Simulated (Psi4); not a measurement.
CHNO, triplet (typed; the unrestricted solution is spin-contaminated), geometry from GFN2-xTB (a higher spin typed on purpose: for a closed-shell molecule this is an excited state); Psi4 with HF/3-21G.

Input for Psi4:
```
memory 2 GB

molecule mol {
0 3
N    -1.098185    0.248837    0.182049
C     0.114465   -0.303545    0.214560
O     1.099133    0.032439   -0.419007
H    -1.792559   -0.180102    0.790356
}

set {
  basis 3-21g
  reference uhf
  guess huckel
}

energy('scf')
print_variables()
```

What the program printed (banner, timings and long lists left out):

```
   => Loading Basis Set <=

    Name: 3-21G
    Role: ORBITAL
    Keyword: BASIS

         ---------------------------------------------------------
                                   SCF
               by Justin Turney, Rob Parrish, Andy Simmonett
                          and Daniel G. A. Smith
                              UHF Reference
         ---------------------------------------------------------

  ==> Geometry <==

    Molecular point group: c1
    Full point group: C1

    Geometry (in Angstrom), charge = 0, multiplicity = 3:

       Center              X                  Y                   Z               Mass
    ------------   -----------------  -----------------  -----------------  -----------------
         N           -1.139332153899     0.244668013480     0.200220380633    14.003074004430
         C            0.073317846101    -0.307713986520     0.232731380633    12.000000000000
         O            1.057985846101     0.028270013480    -0.400835619367    15.994914619570
         H           -1.833706153899    -0.184270986520     0.808527380633     1.007825032230

  Running in c1 symmetry.

  Rotational constants: A =      5.76376  B =      0.39139  C =      0.36651 [cm^-1]
  Rotational constants: A = 172793.20814  B =  11733.67254  C =  10987.55322 [MHz]
  Nuclear repulsion =   57.053565481789164

  Charge       = 0
  Multiplicity = 3
  Electrons    = 22
  Nalpha       = 12
  Nbeta        = 10

  ==> Algorithm <==

  SCF Algorithm Type is DF.
  DIIS enabled.
  MOM disabled.
  Fractional occupation disabled.
  Guess Type is HUCKEL.
  Energy threshold   = 1.00e-06
  Density threshold  = 1.00e-06
  Integral threshold = 1.00e-12

  ==> Primary Basis <==

  Basis Set: 3-21G
    Blend: 3-21G
    Number of shells: 17
    Number of basis functions: 29
    Number of Cartesian functions: 29
    Spherical Harmonics?: false
    Max angular momentum: 1

   => Loading Basis Set <=

    Name: (3-21G AUX)
    Role: JKFIT
    Keyword: DF_BASIS_SCF

  ==> Integral Setup <==

  SCF_SUBTYPE=INCORE selected. In-core MEM_DF algorithm will be used.
  Using in-core AOs.

  ==> MemDFJK: Density-Fitted J/K Matrices <==

    J tasked:                   Yes
    K tasked:                   Yes
    wK tasked:                   No
    Algorithm:                 Core
    Schwarz Cutoff:           1E-12
    Mask sparsity (%):       0.2378
    Fitting Condition:        1E-10

   => Auxiliary Basis Set <=

  Basis Set: (3-21G AUX)
    Blend: DEF2-UNIVERSAL-JKFIT
    Number of shells: 81
    Number of basis functions: 295
    Number of Cartesian functions: 295
    Spherical Harmonics?: false
    Max angular momentum: 4

  Minimum eigenvalue in the overlap matrix is 2.6330550630E-02.
  Reciprocal condition number of the overlap matrix is 7.8629592505E-03.
    Using symmetric orthogonalization.

  ==> Pre-Iterations <==

  SCF Guess: Huckel guess via on-the-fly atomic UHF (doi:10.1021/acs.jctc.8b01089).

   -------------------------------------------------------
    Irrep   Nso     Nmo     Nalpha   Nbeta   Ndocc  Nsocc
   -------------------------------------------------------
     A         29      29      12      10      10       2
   -------------------------------------------------------
    Total      29      29      12      10      10       2
   -------------------------------------------------------

  ==> Iterations <==

                           Total Energy        Delta E     RMS |[F,P]|

   @DF-UHF iter   1:  -166.12097445608268   -1.66121e+02   4.47825e-02 ADIIS/DIIS
   @DF-UHF iter   2:  -166.56431973928468   -4.43345e-01   2.00307e-02 ADIIS/DIIS
   @DF-UHF iter   3:  -166.66393976460174   -9.96200e-02   1.15974e-02 ADIIS/DIIS
   @DF-UHF iter   4:  -166.70575217165054   -4.18124e-02   1.51078e-03 ADIIS/DIIS
   @DF-UHF iter   5:  -166.70817116043028   -2.41899e-03   7.40042e-04 ADIIS/DIIS
   @DF-UHF iter   6:  -166.70933566575178   -1.16451e-03   4.74361e-04 ADIIS/DIIS
   @DF-UHF iter   7:  -166.71007932628464   -7.43661e-04   3.29591e-04 ADIIS/DIIS
   @DF-UHF iter   8:  -166.71059053019678   -5.11204e-04   2.14106e-04 ADIIS/DIIS
   @DF-UHF iter   9:  -166.71083222675503   -2.41697e-04   6.46522e-05 DIIS
   @DF-UHF iter  10:  -166.71084636792807   -1.41412e-05   2.84094e-05 DIIS
   @DF-UHF iter  11:  -166.71084924382305   -2.87589e-06   1.37849e-05 DIIS
   @DF-UHF iter  12:  -166.71084986008179   -6.16259e-07   4.33757e-06 DIIS
   @DF-UHF iter  13:  -166.71084991612804   -5.60462e-08   1.03742e-06 DIIS
   @DF-UHF iter  14:  -166.71084991801274   -1.88470e-09   3.99278e-07 DIIS
  Energy and wave function converged.

  ==> Post-Iterations <==

   @Spin Contamination Metric:   1.633314941E-01
   @S^2 Expected:                2.000000000E+00
   @S^2 Observed:                2.163331494E+00
   @S   Expected:                1.000000000E+00
   @S   Observed:                1.000000000E+00

    Orbital Energies [Eh]
    ---------------------

    Alpha Occupied:

[...]
    Alpha Virtual:

[...]
    Beta Occupied:

[...]
      10A     -0.462816

    Beta Virtual:

[...]
      29A      3.420844

    Final Occupation by Irrep:
              A
    DOCC [    10 ]
    SOCC [     2 ]
    NA   [    12 ]
    NB   [    10 ]

  @DF-UHF Final Energy:  -166.71084991801274

   => Energetics <=

    Nuclear Repulsion Energy =             57.0535654817891640
    One-Electron Energy =                -340.0495578431356876
    Two-Electron Energy =                 116.2851424433337684
    Total Energy =                       -166.7108499180127410

  UHF NO Occupations:
  HONO-2 :   10  A 1.9227292
  HONO-1 :   11  A 1.0000000
  HONO-0 :   12  A 1.0000000
  LUNO+0 :   13  A 0.0772708
  LUNO+1 :   14  A 0.0032051
  LUNO+2 :   15  A 0.0018372
  LUNO+3 :   16  A 0.0015781

Computation Completed

Properties will be evaluated at   0.000000,   0.000000,   0.000000 [a0]

Properties computed using the SCF density matrix

 Multipole Moments:

 ------------------------------------------------------------------------------------
     Multipole            Electronic (a.u.)      Nuclear  (a.u.)        Total (a.u.)
 ------------------------------------------------------------------------------------

 L = 1.  Multiply by 2.5417464519 to convert [e a0] to [Debye]
 Dipole X            :          0.8902540           -1.7106507           -0.8203967
 Dipole Y            :         -0.2440267           -0.1733232           -0.4173499
 Dipole Z            :         -0.1119913            0.7554622            0.6434709
 Magnitude           :                                                    1.1230701

 ------------------------------------------------------------------------------------

  Variable Map:
  ----------------------------------------------------------------------------
[...]
  Array Variable Map:
  ----------------------------------------------------------------------------
[...]
[...]
```
